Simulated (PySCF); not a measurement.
A run for PySCF: R-BP86/6-31G* on aminoborane (SMILES BN), a point of a bond scan (R = 3.817 Å).

```python
from pyscf import gto, scf, dft, mp
from pyscf.data.elements import chemcore

mol = gto.M(
    atom='''
    B    -0.77598333    0.04477233   -0.00303336
    N     0.60927771   -0.03515382    0.00238170
    H    -2.81704707   -3.17969378   -0.09270757
    H    -1.29389237    1.11910141    0.02047198
    H     1.20971392    0.77280035    0.02532482
    H     1.11296685   -0.90681330   -0.01624534
    ''',
    basis='6-31g*',
    cart=True,
    charge=0, spin=0, verbose=3, max_memory=1800)
mf = dft.RKS(mol, xc='b88,p86')
mf.conv_tol = 1e-8
mf.max_cycle = 100
mf.kernel()
if not mf.converged:
    mf = mf.newton().run(mf.mo_coeff, mf.mo_occ)
```

Output:

```
converged SCF energy = -81.8164144067719
```

Self-consistency was reached.

Cost: around 9 core-seconds (rough).
